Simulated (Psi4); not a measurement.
CdI (SMILES [Cd][I]), doublet, at a GFN2-xTB geometry (such geometries of metal compounds can be far from the true shape) (the spin is typed, not shown lowest) (core potentials on Cd, I); B3LYP5/def2-SVPD (Psi4).

Psi4 was given this input:
```
memory 2 GB

molecule {
0 2
  Cd   -0.00000000   -0.00000000   -1.49381317
  I     0.00000000    0.00000000    1.35288740
}

set basis def2-svpd
set reference uks
set scf_type pk
set puream true
set d_convergence 1e-8
set dft_radial_points 99
set dft_spherical_points 590

energy('b3lyp5')
print_variables()
```

Task: What does Psi4 print? Leave out banner, timings and long lists.

Result: 
```
   => Loading Basis Set <=

    Name: DEF2-SVPD
    Role: ORBITAL
    Keyword: BASIS

    !!!  WARNING: ECP capability is in beta. Please check occupations closely.  !!!

         ---------------------------------------------------------
                                   SCF
               by Justin Turney, Rob Parrish, Andy Simmonett
                          and Daniel G. A. Smith
                              UKS Reference
         ---------------------------------------------------------

  ==> Geometry <==

    Molecular point group: c2v
    Full point group: C_inf_v

    Geometry (in Angstrom), charge = 0, multiplicity = 2:

       Center              X                  Y                   Z               Mass
    ------------   -----------------  -----------------  -----------------  -----------------
         CD           0.000000000000     0.000000000000    -1.500196326701   113.903365090000
         I            0.000000000000     0.000000000000     1.346504243299   126.904471900000

  Running in c2v symmetry.

  Rotational constants: A = ************  B =      0.03466  C =      0.03466 [cm^-1]
  Rotational constants: A = ************  B =   1038.94070  C =   1038.94070 [MHz]
  Nuclear repulsion =   92.945709894244359

  Charge       = 0
  Multiplicity = 2
  Electrons    = 45
  Nalpha       = 23
  Nbeta        = 22

  ==> Algorithm <==

  SCF Algorithm Type is PK.
  DIIS enabled.
  MOM disabled.
  Fractional occupation disabled.
  Guess Type is SAD.
  Energy threshold   = 1.00e-06
  Density threshold  = 1.00e-08
  Integral threshold = 1.00e-12

  ==> Primary Basis <==

  Basis Set: DEF2-SVPD
    Blend: DEF2-SVPD
    Number of shells: 25
    Number of basis functions: 69
    Number of Cartesian functions: 77
    Spherical Harmonics?: true
    Max angular momentum: 3

  Core potential: DEF2-SVPD
    Number of shells: 8
    Number of ECP primitives: 43
    Number of ECP core electrons: 56
    Max angular momentum: 3

  ==> DFT Potential <==

   => LibXC <=

    Version 7.1.2
    S. Lehtola, C. Steigemann, M. J. T. Oliveira, and M. A. L. Marques,  SoftwareX 7, 1–5 (2018) (10.1016/j.softx.2017.11.002)

   => Composite Functional: B3LYP5 <=

    B3LYP5 Hyb-GGA Exchange-Correlation Functional

    P. J. Stephens, F. J. Devlin, C. F. Chabalowski, and M. J. Frisch,  J. Phys. Chem. 98, 11623 (1994) (10.1021/j100096a001)

    Deriv               =              1
    GGA                 =           TRUE
    Meta                =          FALSE

[...]
   @S^2 Expected:                7.500000000E-01
   @S^2 Observed:                7.538118454E-01
   @S   Expected:                5.000000000E-01
   @S   Observed:                5.000000000E-01

    Orbital Energies [Eh]
    ---------------------

    Alpha Occupied:

[...]
    Alpha Virtual:

[...]
      31A1    56.283907

    Beta Occupied:

[...]
       5B1    -0.249371

    Beta Virtual:

[...]
    Final Occupation by Irrep:
             A1    A2    B1    B2
    DOCC [    10,    2,    5,    5 ]
    SOCC [     1,    0,    0,    0 ]
    NA   [    11,    2,    5,    5 ]
    NB   [    10,    2,    5,    5 ]

  @UKS Final Energy:  -465.44400598335170

   => Energetics <=

    Nuclear Repulsion Energy =             92.9457098942443594
    One-Electron Energy =               -1000.6165582376922885
    Two-Electron Energy =                 472.7195551073795059
    DFT Exchange-Correlation Energy =     -30.4927127472832957
    Empirical Dispersion Energy =           0.0000000000000000
    VV10 Nonlocal Energy =                  0.0000000000000000
    Total Energy =                       -465.4440059833517012

  UHF NO Occupations:
  HONO-2 :    9 A1 1.9999244
  HONO-1 :   10 A1 1.9983901
  HONO-0 :   11 A1 1.0000000
  LUNO+0 :   12 A1 0.0016099
  LUNO+1 :   13 A1 0.0000756
  LUNO+2 :    6 B2 0.0000743
  LUNO+3 :    6 B1 0.0000743

Computation Completed

Properties will be evaluated at   0.000000,   0.000000,   0.000000 [a0]

Properties computed using the SCF density matrix

 Multipole Moments:

 ------------------------------------------------------------------------------------
     Multipole            Electronic (a.u.)      Nuclear  (a.u.)        Total (a.u.)
 ------------------------------------------------------------------------------------

 L = 1.  Multiply by 2.5417464519 to convert [e a0] to [Debye]
 Dipole X            :          0.0000000            0.0000000            0.0000000
 Dipole Y            :          0.0000000            0.0000000            0.0000000
 Dipole Z            :         -8.2658845            6.9139023           -1.3519822
 Magnitude           :                                                    1.3519822

 ------------------------------------------------------------------------------------

  Variable Map:
  ----------------------------------------------------------------------------
[...]
  Array Variable Map:
  ----------------------------------------------------------------------------
[...]
[...]
```
